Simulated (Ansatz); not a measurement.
Start from `O[Si@H]1S[C@H]1F` and change one atom or group to get `O[C@@H]1S[Si@@H]1O`.

Ansatz, PBE0-D4/def2-TZVP geometries, multiplicity 1. Each molecule was computed in one conformer, which needn't be the lowest.

| property | `O[Si@H]1S[C@H]1F` |
| --- | --- |
| LUMO energy (PBE/def2-TZVPP) / eV | -1.03 |
| HOMO–LUMO gap (PBE0/def2-TZVPP) / eV | 7.44 |
| HOMO–LUMO gap (B3LYP/def2-TZVPP) / eV | 6.95 |
| HOMO energy (PBE/def2-TZVPP) / eV | -6.28 |
| LUMO energy (PBE0/def2-TZVPP) / eV | -0.11 |
| HOMO energy (PBE0/def2-TZVPP) / eV | -7.55 |

Task: Give the same properties after the change, and the shifts. (Best estimate.)

Result: The calculation gave: 
```tsv
property	`O[C@@H]1S[Si@@H]1O`	shift
LUMO energy (PBE/def2-TZVPP) / eV	-0.91	0.12
HOMO–LUMO gap (PBE0/def2-TZVPP) / eV	7.26	-0.18
HOMO–LUMO gap (B3LYP/def2-TZVPP) / eV	6.72	-0.23
HOMO energy (PBE/def2-TZVPP) / eV	-6.02	0.26
LUMO energy (PBE0/def2-TZVPP) / eV	0.01	0.12
HOMO energy (PBE0/def2-TZVPP) / eV	-7.24	0.31
```

With PBE0 the HOMO rises by 0.31 eV and the LUMO rises by 0.12 eV, so the gap narrows by about 0.19 eV. PBE moves the HOMO by 0.26 eV and ωB97M-V by 0.30 eV.

B3LYP here is the variant with VWN-RPA as its local correlation; programs differ in this.
